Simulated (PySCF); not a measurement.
## Correlation energy of Co (cobalt, neutral)

[Ar] 3d9, 2D determinant (an excited configuration). Calculation: PySCF 2.14, in x2c-TZVPPall (6s5p4d2f1g, 64 functions); scalar relativity by spin-free X2C-1e. Frozen: [Ar]; 9 electrons correlated.

| level | correlation energy (mhartree) |
| --- | --- |
| CCSD | -362.86 |
| (T) | -24.87 |
| CCSD(T) | -387.73 |

Diagnostics: T1 = 0.042, D1 = 0.1247, largest double amplitude 0.030.

Q: Is a single reference adequate?

A: Largely. T1 is above 0.03 while the doubles stay small, so the singles mainly relax the orbitals.
